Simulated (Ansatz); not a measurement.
Reactions of CHCl2F, SMILES `FC(Cl)Cl`.

Gas-phase electronic energies from Ansatz, PBE0-D4/def2-TZVP geometries. CCSD(T)/CBS is the MP2 limit (def2-TZVPP, def2-QZVPP) plus CCSD(T) − MP2 in def2-TZVPP, frozen cores. This one scheme is used for every species, atoms too. Open shells (•) are unrestricted, without spin–orbit coupling. Spin–orbit coupling would lower the free atoms: a little for Cl. Elements past krypton have def2 core potentials. For I outer-core shells are correlated without core-valence functions, so the limit isn't a true one: a few kJ/mol of doubt a bond, and 10 to 20 or more in all where bonds break to atoms.

(1) Order these by ΔE at CCSD(T)/CBS, lowest first. (Best estimate.)
A. `FC(Cl)Cl` + `[OH]`• → `F[C](Cl)Cl`• + H₂O
B. `FC(Cl)Cl` + HI → `ClC(Cl)I` + H–F
C. `FC(Cl)Cl` + Cl• → `F[C](Cl)Cl`• + HCl

Largest T1 diagnostic: 0.015, for `F[C](Cl)Cl`•.

## Answers

(1) A (-89.3 kJ/mol), B (-19.6 kJ/mol), C (-10.3 kJ/mol).
